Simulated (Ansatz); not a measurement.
A structure relaxed at PBE0-D4/def2-TZVP, charge 0, multiplicity 1:

```xyz
11

B    -1.661   -0.928   -1.475
Si   -0.687   -0.255    0.136
O     0.819    0.286   -0.259
C     1.701    0.812    0.703
H    -1.191   -0.935   -2.573
H    -2.773   -1.351   -1.342
H    -1.471    0.845    0.783
H    -0.587   -1.345    1.160
H     1.278    1.694    1.197
H     1.948    0.069    1.471
H     2.624    1.108    0.199
```

Q: Give its formula and SMILES.

A: CH7BOSi, `B[SiH2]OC`.

Q: Point group (tolerance 0.08 Å, 0.16 Å for H)?

A: Cs.

Q: Summarise the bond lengths by kind.

A: 1 × B–Si 1.999 Å; 2 × B–H 1.195 to 1.197 Å; 1 × O–Si 1.648 Å; 2 × H–Si 1.498 Å; 1 × C–O 1.407 Å; 3 × C–H 1.092 to 1.097 Å.

Program: Ansatz 0.2.0.
